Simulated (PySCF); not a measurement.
Species: sum formula H₄SiNO₂ (charge 0, doublet). It need not be the lowest isomer of its formula. SMILES: N[Si](O)O
Coordinates optimised at B3LYP-D3(BJ)/def2-TZVP (Ansatz):
```
Si
O 1 1.6581
H 2 0.9607 1 116.45
O 1 1.6581 2 115.94 3 91.30
H 4 0.9607 1 116.45 2 -91.30
N 1 1.7058 2 104.19 3 -154.87
H 6 1.0070 1 121.18 2 42.05
H 6 1.0070 7 112.92 1 -155.92
```
Charge 0, spin multiplicity 2.

Dispersion corrections to the total energy (kcal/mol) from the dftd3 and dftd4 libraries through PySCF: D3(BJ) without and D4 with the three-body term, each with the damping fitted for the functional named.

```tsv
functional	D3(BJ)	D4
B2PLYP	…	-2.25
PW6B95	-1.62	-3.01
TPSSh	-3.67	-3.98
HF	…	-12.27
TPSS	-4.01	-4.41
PBE	…	-3.26
B3LYP	-5.67	-5.29
```

Problem. What belongs in the gaps?

Solution. 
- B2PLYP, D3(BJ): -2.66
- HF, D3(BJ): -28.52
- PBE, D3(BJ): -3.17
